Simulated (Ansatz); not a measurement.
Input and output for C2H7BrSi, SMILES `[SiH3]CCBr`.

```yaml
crystal:
  periodic: [false, false, false]
  atoms:
    - {symbol: Si, position_ang: [0.100549, 1.500867, 0.014909]}
    - {symbol: C, position_ang: [-0.554666, -0.234700, 0.227632]}
    - {symbol: C, position_ang: [0.498517, -1.250367, -0.278310]}
    - {symbol: Br, position_ang: [-0.187250, -3.111095, -0.171338]}
    - {symbol: H, position_ang: [0.328584, 1.848627, -1.215170]}
    - {symbol: H, position_ang: [-1.088258, 2.636901, 0.688572]}
    - {symbol: H, position_ang: [1.422026, 1.712636, 0.890063]}
    - {symbol: H, position_ang: [-0.920751, -0.533763, 1.285055]}
    - {symbol: H, position_ang: [-1.490387, -0.302815, -0.425309]}
    - {symbol: H, position_ang: [0.645533, -1.066926, -1.311627]}
    - {symbol: H, position_ang: [1.365914, -1.382029, 0.392641]}
basis:
  gaussian: {orbitals: "6-311G**"}
magnetization: {spin_polarized: true, initial_magnetization: 2}
hamiltonian: {xc: {name: wB97X-V}}
scf: {lower_state_search: off}
output: {forces: true}
```

```sh
$ ansatz run in.yaml --threads 4 --pin off --events-out ev --progress --plain --max-ram 10444MiB
```

It prints (some lines left out):

```
Error: <dir> can't be read: No such file or directory (os error 2)
```
